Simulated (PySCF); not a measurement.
## Cost of excited-state runs on `COc1cccc2c1C=C2`, C9H8O

Cartesian coordinates in Å; atom numbers follow the order of the lines, from 1:
```xyz
18

C    -2.7497    0.0070   -0.0243
O    -1.4954   -0.6018   -0.1462
C    -0.3857    0.1553   -0.0193
C    -0.3967    1.5680    0.2383
C     0.7725    2.2911    0.3582
C     2.0602    1.6868    0.2349
C     2.0466    0.3449   -0.0095
C     0.8557   -0.4090   -0.1348
C     1.6979   -1.6467   -0.3683
C     2.8408   -0.9323   -0.2499
H    -2.8955    0.4615    0.9717
H    -2.9115    0.7818   -0.7945
H    -3.4973   -0.7850   -0.1612
H    -1.3482    2.0905    0.3430
H     0.7048    3.3640    0.5543
H     2.9722    2.2784    0.3336
H     1.4715   -2.6963   -0.5570
H     3.9018   -1.1769   -0.3048
```

PySCF with density fitting, on 1 thread of an Arm Neoverse V2, shared host. Command: `OMP_NUM_THREADS=1 python excited_run.py task.json out`

Q: How long does each of these runs take, and how much memory?
- first hyperpolarisability, CAM-B3LYP/aug-cc-pVDZ; writes grids
- excited states, CAM-B3LYP/aug-cc-pVDZ; Tamm-Dancoff; spin-orbit couplings; 6 states; 5 triplets; quadratic response for 4 states; IEF-PCM toluene
- excited states, CAM-B3LYP/aug-cc-pVDZ; Tamm-Dancoff; spin-orbit couplings; 6 states; 5 triplets; quadratic response for 4 states; writes grids
- excited states, CAM-B3LYP/aug-cc-pVDZ; two-photon moments; 8 states; quadratic response for 6 states; 0 triplets

A: 
| run | level | basis functions | wall time | peak memory (GiB) |
| --- | --- | --- | --- | --- |
| first hyperpolarisability | CAM-B3LYP/aug-cc-pVDZ | 302 | 110 s | 1.3 |
| excited states | CAM-B3LYP/aug-cc-pVDZ | 302 | 100 s | 1.4 |
| excited states | CAM-B3LYP/aug-cc-pVDZ | 302 | 110 s | 1.3 |
| excited states | CAM-B3LYP/aug-cc-pVDZ | 302 | 2.2 min | 1.4 |

Times from a shared host are rough.
